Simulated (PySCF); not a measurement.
Dipole moment (D) of eight silicon and germanium compounds: PBE beside PBE0, computed with PySCF for isolated molecules in the bases named; differences from unrounded values. The eight are the first of their class met in an unordered collection, after screening for sound electronic states; none was chosen by its value, except that the dipole had to exceed 0.05 D. Each molecule has one DFT geometry for both levels.

```tsv
molecule	basis	PBE0
As₂H₆Si, SMILES [AsH2][SiH2][AsH2]	def2-TZVP	0.42
Si(F)(H)2(OAc) (C2H5FO2Si), SMILES CC(=O)O[SiH2]F	def2-TZVP	1.59
CH6ClFSi2, SMILES F[Si@H](Cl)C[SiH3]	def2-TZVP	2.27
C2H5ClOSi, SMILES C=CO[SiH2]Cl	def2-TZVP	0.79
Si(CCH)(Cl)2(Me) (C3H4Cl2Si), SMILES C#C[Si](C)(Cl)Cl	def2-TZVP	2.29
C₂H₈FNSi₂, SMILES C[Si@H]1CN[Si@H]1F	def2-TZVP	1.95
C₃H₉FOSi, SMILES O([Si@H](CF)C)C	def2-TZVP	2.08
C2H4N2OSi, SMILES N#C/N=C/O[SiH3]	def2-TZVP	5.07
```

Task: Estimate the PBE values and say how PBE differs from PBE0 over the set. (An estimate is asked for; the answer gives what the named calculation found.)

Result: 
| molecule | PBE | difference |
|---|---|---|
| As₂H₆Si, SMILES [AsH2][SiH2][AsH2] | 0.41 | -0.01 |
| Si(F)(H)2(OAc) (C2H5FO2Si), SMILES CC(=O)O[SiH2]F | 1.55 | -0.04 |
| CH6ClFSi2, SMILES F[Si@H](Cl)C[SiH3] | 2.15 | -0.11 |
| C2H5ClOSi, SMILES C=CO[SiH2]Cl | 0.73 | -0.07 |
| Si(CCH)(Cl)2(Me) (C3H4Cl2Si), SMILES C#C[Si](C)(Cl)Cl | 2.18 | -0.11 |
| C₂H₈FNSi₂, SMILES C[Si@H]1CN[Si@H]1F | 1.91 | -0.04 |
| C₃H₉FOSi, SMILES O([Si@H](CF)C)C | 1.99 | -0.10 |
| C2H4N2OSi, SMILES N#C/N=C/O[SiH3] | 4.95 | -0.12 |
PBE lies below PBE0 in 8 and above it in 0 of the eight; the mean signed difference is -0.07 and the largest -0.12 D.
